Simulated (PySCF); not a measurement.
BF₂H₃O₂Si.

```xyz
9

Si    -0.8549    -0.2648    -0.2228
F     -1.0601    -1.0341     1.2089
F     -1.7261     1.1042    -0.1316
B      1.1342     0.1029    -0.2669
O      1.8807    -0.1989     0.8315
O      1.7214     0.6338    -1.3648
H     -1.4784    -1.1023    -1.2776
H      1.3582    -0.5804     1.5505
H      2.6752     0.7654    -1.2481
```
Charge 0, spin multiplicity 1.

Geometry: B3LYP-D3(BJ)/def2-SVP. This is a generated structure with no PubChem entry under its InChIKey; it may be hypothetical. The values are those of a single conformer.

These are PBE/pcSseg-1 (PySCF) values and carry that method's errors. Non-relativistic, no solvent.

Give the absolute GIAO shielding of each atom: isotropic value and principal components (ppm). (Estimate from the structure and the level; the computed values follow.)


```csv
atom,σ(iso),σ11,σ22,σ33,span
Si1,328.8,296.7,324.3,365.2,68.5
F2,316.3,199.5,344.4,405.0,205.5
F3,317.9,201.4,333.8,418.4,217.0
B4,70.3,51.0,68.2,91.8,40.7
O5,163.0,-12.6,239.4,262.2,274.8
O6,187.3,61.4,230.4,270.0,208.5
H7,25.7,22.8,23.1,31.3,8.5
H8,25.8,20.1,25.0,32.1,12.0
H9,26.6,22.2,22.7,35.0,12.8
```
